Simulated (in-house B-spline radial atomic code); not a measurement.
# Functionals against ionisation energies along an isoelectronic series: Ag to I⁶⁺

Ionisation energies as differences of self-consistent total energies from a B-spline radial code for spherical atoms: all electrons, radial basis limit, scalar-relativistic (one-electron X2C), spin-polarised at highest spin, spherical densities; exact exchange is averaged over the determinants of each configuration. No spin-orbit coupling, Breit or QED terms. NIST's values run from ground level to ground level, so in open shells the differences also hold multiplet and fine-structure energies that spherical high-spin averages miss. Columns give computed minus NIST, in eV; a star marks a semi-empirical value. Species are left out where the tabulated value is theory, is uncertain by more than 0.12 eV, or (13 ions, such as In⁴⁺, Te⁴⁺ and Bi⁴⁺) lies off its series for all methods alike, which flatters the means a little.

| species | shell | NIST (eV) | SCAN | B3LYP | TPSSh | wB97X | BHandHLYP | OLYP |
| --- | --- | --- | --- | --- | --- | --- | --- | --- |
| Ag | 5s | 7.58 | +0.42 | +0.32 | +0.01 | -0.29 | -0.15 | 0.00 |
| Cd⁺ | 5s | 16.91 | ? | ? | ? | ? | ? | ? |
| In²⁺ | 5s | 28.04 | +0.40 | +0.55 | +0.03 | -0.33 | +0.03 | +0.20 |
| Sn³⁺ | 5s | 40.74 ± 0.04 | +0.41 | +0.70 | +0.09 | -0.32 | +0.14 | +0.35 |
| Sb⁴⁺ | 5s | 55.00 ± 0.1* | +0.35 | +0.77 | +0.08 | -0.40 | +0.17 | +0.42 |
| I⁶⁺ | 5s | 87.61 ± 0.06* | +0.33 | +1.00 | +0.18 | -0.45 | +0.34 | +0.68 |

(1) What are the differences for Cd⁺ ([Kr] 4d10 5s1)?

(2) How do the methods rank, and which species is hardest?

## Answers

(1) SCAN +0.42; B3LYP +0.44; TPSSh +0.02; wB97X -0.30; BHandHLYP -0.06; OLYP +0.09 eV.

(2) Mean absolute (signed) differences: TPSSh 0.07 (+0.07) eV; BHandHLYP 0.15 (+0.08) eV; OLYP 0.29 (+0.29) eV; wB97X 0.35 (-0.35) eV; SCAN 0.39 (+0.39) eV; B3LYP 0.63 (+0.63) eV. For I⁶⁺, which loses a 5s electron, the nearest method is off by +0.18 eV, the largest such miss.
